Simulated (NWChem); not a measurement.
C₂H₅InO₂; SMILES C=[CH][In]([OH])[OH]

```xyz
10

In     0.0386     0.2414     0.0006
C      0.7210    -1.7727     0.0035
C     -0.1015    -2.8265    -0.0039
H      1.8037    -1.9444     0.0109
H      0.2795    -3.8557    -0.0029
H     -1.1931    -2.7294    -0.0115
O      1.2669     1.8112    -0.0029
H      0.7712     2.6384    -0.0042
O     -1.8624     0.8764    -0.0001
H     -2.5046     0.1583     0.0044
```
Atoms are numbered in this order, from 1.

Program: NWChem. The geometry was optimised at PBE0/def2-SVP (def2 core potentials past Kr). No frequency run checked for a minimum.

For level TPSS/3-21G, non-relativistic:

| Quantity | Value |
|---|---|
| highest occupied level (eV) | -5.45 |
| orbital gap (eV) | 4.09 |
| dipole (D) | 2.25 |

How do the values read with level TPSS/STO-3G, non-relativistic instead?

The highest occupied level (eV) comes out as -1.99, the orbital gap (eV) is 3.72 and the dipole (D) comes out as 1.05.
